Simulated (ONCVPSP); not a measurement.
# Cu (Z = 29): ONCV pseudisation with PBE, scalar-relativistic reference atom.

* Element: copper (Cu)
* Generator: ONCVPSP 4.0.1
* Type: optimised norm-conserving Vanderbilt (ONCV)
* Functional: PBE
* Relativity: scalar-relativistic
* Frozen core: [Ar]
* Valence charge: 11
* Reference configuration: 3d10 4s0.5 (charge +0.5)
* Partial waves: 4s: rc 1.80 bohr, ncon 4, nbas 7, qcut 2.8 1/bohr, 1 projector; p scattering state at 0.36 Ha: rc 1.65 bohr, ncon 5, nbas 8, qcut 4.7 1/bohr, 1 projector; 3d: rc 0.75 bohr, ncon 4, nbas 8, qcut 12.2 1/bohr, local
* Local potential: the d channel
* Core correction: Teter function, fcfact 3.25, rcfact 1.5

All-electron outer shells of the reference configuration (PBE, scalar-relativistic, ld1.x):

| shell | level (eV) | outermost node (bohr) | outermost maximum (bohr) |
| --- | --- | --- | --- |
| 3p | -76.24 | 0.26 | 0.62 |
| 3d | -9.13 | – | 0.60 |
| 4s | -8.10 | 0.89 | 2.19 |

Calculated quality:

```
Cutoffs needed             : 406 Ha and 514 Ha (the cutoffs (Ha) at which the residual kinetic energy of the hardest occupied pseudo-wave falls to 1 and 0.1 mHa per electron)
Ghost test                 : ghosts flagged at negative energy: s at -379.3 eV, p at -141.2 eV; no localised positive-energy state flagged; a true bound ghost makes a file unfit for plane-wave use
Configuration tests        : 1 of 4 tests not solved or not reliable
rms error of d²Exc/dni dnj : 7.93 mHa without and 2.91 mHa with the model core
```

Generation and tests took about 2.8 s on one core of a shared server CPU.
